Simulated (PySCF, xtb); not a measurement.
Ge(H)3(NMe2) (C₂H₉GeN), SMILES C[N](C)[GeH3].

Harmonic wavenumbers (cm⁻¹) from GFN2-xTB in xtb at its own minimum, in rising order: 136, 173, 233, 256, 276, 330, 514, 539, 581, 767, 813, 851, 982, 1052, 1090, 1131, 1195, 1242, 1416, 1424, 1474, 1481, 1503, 1511, 1873, 2015, 2079, 2873, 2876, 2947, 2950, 2994, 2996.

Problem. What does TPSSh-D3(BJ)/def2-SVP (PySCF 2.14.0) give at its own minimum? (An estimate is asked for; the answer gives what the named calculation found.)

Solution. 128, 152, 235, 244, 248, 322, 576, 612, 627, 844, 877, 896, 998, 1084, 1117, 1163, 1234, 1285, 1438, 1463, 1470, 1480, 1500, 1515, 2082, 2158, 2167, 2934, 2940, 3020, 3025, 3099, 3100. Paired by order, the mean absolute difference is 49 cm⁻¹ and the zero-point energies are 63.7 and 65.8 kcal/mol.
